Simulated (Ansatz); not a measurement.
F$_{3}$GaH$_{2}$S, SMILES `[F][Ga-]([F])([F])[SH2+]`. Charge 0, multiplicity 1.

```xyz
7

F     0.9086    1.6597    0.6299
Ga    0.2631    0.6849   -0.6760
F    -0.9589    1.3975   -1.6962
F     1.3432   -0.4941   -1.3939
S    -1.0240   -0.9043    0.7391
H    -0.4155   -0.4648    1.8568
H    -0.1165   -1.8788    0.5403
```

Q: What are the harmonic wavenumbers in cm⁻¹ at PBE0-D4/def2-TZVP (Ansatz, finite differences of forces, unscaled)? (An estimate is asked.)

A: Computed: 31, 97, 100, 181, 182, 206, 232, 489, 530, 637, 701, 713, 1197, 2698, 2710.

Q: Is this a minimum?

A: Yes, all 15 modes are real.

Q: Give the ideal-gas thermochemistry at 298.15 K and 1 bar (rigid rotor, harmonic oscillator; point group Cs, symmetry number 1).

A: Zero-point energy 64.0 kJ/mol; H(298) − E = 88.1 kJ/mol; entropy 387.6 J/(mol·K), of which translation 172.2, rotation 116.6, vibration 98.8; G(298) − E = -27.4 kJ/mol. Modes under 100 cm⁻¹ are hindered rotations or soft bends, so the harmonic entropy is rough.
